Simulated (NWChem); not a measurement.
A series in which one site is exchanged, each optimised at PBE0/def2-SVP with NWChem, gas phase unless a solvent is named. Some are not confirmed as minima by frequencies. def2 effective core potentials on Te, I; no spin-orbit coupling.

A: Br[Te]Br (TeBr₂; site = Br)
B: [Te](Br)Cl (TeBrCl; site = Cl)
C: Br[TeH] (HTeBr; site = H)
D: Br[Te]I (TeIBr; site = I)

```json
[
 {"quantity": "dipole (D), PBE0/def2-SVP", "A": "1.69", "B": "1.97", "C": "…", "D": "1.38"},
 {"quantity": "vertical ionisation energy, ΔSCF, PBE/def2-SVP (eV)", "A": "8.27", "B": "8.38", "C": "…", "D": "8.08"},
 {"quantity": "vertical ionisation energy, ΔSCF, PBE0/def2-SVP (eV)", "A": "8.60", "B": "8.71", "C": "…", "D": "8.42"},
 {"quantity": "static polarisability, PBE0/def2-SVPD (bohr³)", "A": "87.0", "B": "78.2", "C": "…", "D": "102.2"},
 {"quantity": "lowest singlet excitation, PBE0/def2-SVPD, TDA (eV)", "A": "2.10", "B": "2.21", "C": "…", "D": "1.92"}
]
```

Task: Some entries are withheld; supply them.

Result: 
- dipole (D), PBE0/def2-SVP, C: 1.78
- vertical ionisation energy, ΔSCF, PBE/def2-SVP (eV), C: 8.54
- vertical ionisation energy, ΔSCF, PBE0/def2-SVP (eV), C: 8.76
- static polarisability, PBE0/def2-SVPD (bohr³), C: 64.4
- lowest singlet excitation, PBE0/def2-SVPD, TDA (eV), C: 2.27
